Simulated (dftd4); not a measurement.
H$_{6}$GeSi, charge -1, doublet, at the geometry of the source list (a state made from the parent by changing its charge; the spin is typed, not shown lowest); D4 for b97d (dftd4 4.2.0).

Here is a job for dftd4.
```
$ dftd4 mol.xyz --func b97d --charge -1 --json dftd4.json --noedisp --grad

# file mol.xyz
8

Si    -1.21110000     0.12330000     0.02170000
Ge     1.10560000    -0.10820000    -0.02010000
H     -1.78150000    -0.70980000     1.08100000
H     -1.58220000     1.51630000     0.26670000
H     -1.77570000    -0.29520000    -1.26210000
H      1.61100000    -1.42550000    -0.54140000
H      1.84580000     0.89320000    -0.85840000
H      1.78820000     0.00600000     1.31260000
```

The log (banner, timings and long lists left out):

```
                    ____  _____ _____     ____  _  _
      -------------|  _ \|  ___|_   _|---|  _ \| || |------------
     |             | | | | |_    | | ___ | | | | || |_           |
     |             | |_| |  _|   | ||___|| |_| |__   _|          |
     |             |____/|_|     |_|     |____/   |_|            |
     |             ===================================           |
     |            E. Caldeweyher, S. Ehlert & S. Grimme          |
     |          Mulliken Center for Theoretical Chemistry        |
     |                    University of Bonn                     |
      -----------------------------------------------------------

Rational (Becke-Johnson) damping: b97d-D4-ATM
---------------------
  s6         1.0000
  s8         1.6946
  s9         1.0000
  a1         0.2890
  a2         4.1341
 alp        16.0000
--------------------

Dispersion energy:      -2.8358325000392E-02 Eh

Gradient norm:           4.1516104296590E-03 Eh/a0
--------------------------------------------------
     #    Z           dE/dx      dE/dy      dE/dz
--------------------------------------------------
     1   14 Si   -2.519E-03  2.514E-04  4.145E-05
     2   32 Ge    2.789E-03 -2.770E-04 -4.744E-05
     3    1 H    -6.498E-04 -1.938E-04  3.143E-04
     4    1 H    -5.888E-04  4.520E-04  8.160E-05
     5    1 H    -6.497E-04 -7.011E-05 -3.631E-04
     6    1 H     5.030E-04 -3.971E-04 -1.471E-04
     7    1 H     5.636E-04  2.373E-04 -2.369E-04
     8    1 H     5.516E-04 -2.625E-06  3.572E-04
--------------------------------------------------

Virial:
--------------------------------------------------
      component           x          y          z
--------------------------------------------------
          x       2.308E-02 -2.008E-03 -3.445E-04
          y      -2.008E-03  3.180E-03  3.471E-05
          z      -3.445E-04  3.471E-05  2.974E-03
--------------------------------------------------

[Info] Dispersion results written to 'dftd4.txt'
[Info] JSON dump of results written to 'dftd4.json'
```
